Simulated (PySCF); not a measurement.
# Correlation energy of Sb+ (antimony, charge +1)

[Kr] 4d10 5s1 5p2 6s1, high-spin 5P determinant (an excited configuration). All numbers are calculated (PySCF 2.14, the spin-free X2C one-electron Hamiltonian (Gaussian nucleus), in aug-cc-pVTZ-DK3 (8s7p5d2f, 68 functions)). Frozen: [Kr] 4d10; 4 electrons correlated.

MP2 pair energies summed by pair of shells (mhartree):

```tsv
pair	energy	share (%)
5p-6s	-5.79	39.6
5p-5p	-4.39	30.0
5s-5p	-3.03	20.7
5s-6s	-1.42	9.7
```

Total MP2 correlation energy: -14.62 mhartree.

Same-spin part -14.62 and opposite-spin part 0.00 mhartree; SCS-MP2 scales them by 1/3 and 6/5 to -4.87 mhartree.
